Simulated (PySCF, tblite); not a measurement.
Isomers of C6H10N2OSi. Method: GFN2-xTB as coded in tblite; computed harmonic values from a numerical Hessian at the method's own geometry, unscaled. The method is semi-empirical: single wavenumbers can be off by several per cent or more. Modes of hydrogen on silicon can be 10 to 20 % off. One conformer each.

Electronic energies: PBE0/pcSseg-1 single points on the GFN2-xTB geometries (PySCF, gas phase).

```csv
SMILES,"electronic energy, lowest = 0 (kJ/mol)"
CC(=O)c1cnn(C)c1[SiH3],0.0
CC(=O)c1cn(C)nc1[SiH3],8.6
C=C[C@@H](/C=N/C)O[SiH2]C#N,78.5
```

Question: How do GFN2-xTB zero-point energies change the relative energies?

Answer: 
```tsv
SMILES	ZPE (kJ/mol)	of it from modes above 1550 cm⁻¹	electronic (kJ/mol)	with ZPE, lowest = 0 (kJ/mol)	lowest mode (cm⁻¹)	rings
CC(=O)c1cnn(C)c1[SiH3]	387.6	177.9	0.0	0.0	77	1
CC(=O)c1cn(C)nc1[SiH3]	385.8	178.0	8.6	6.8	69	1
C=C[C@@H](/C=N/C)O[SiH2]C#N	382.6	205.8	78.5	73.6	17	0
```

The zero-point energies span 5.0 kJ/mol, from `C=C[C@@H](/C=N/C)O[SiH2]C#N` to `CC(=O)c1cnn(C)c1[SiH3]`. The order is unchanged.

Question: And how do the electronic energies of GFN2-xTB itself compare?

Answer: `CC(=O)c1cnn(C)c1[SiH3]` 0.0; `CC(=O)c1cn(C)nc1[SiH3]` 18.4; `C=C[C@@H](/C=N/C)O[SiH2]C#N` 151.4 kJ/mol, lowest = 0. Against the energies above, taken from the same isomer `CC(=O)c1cnn(C)c1[SiH3]`, the largest difference is 72.9 kJ/mol.
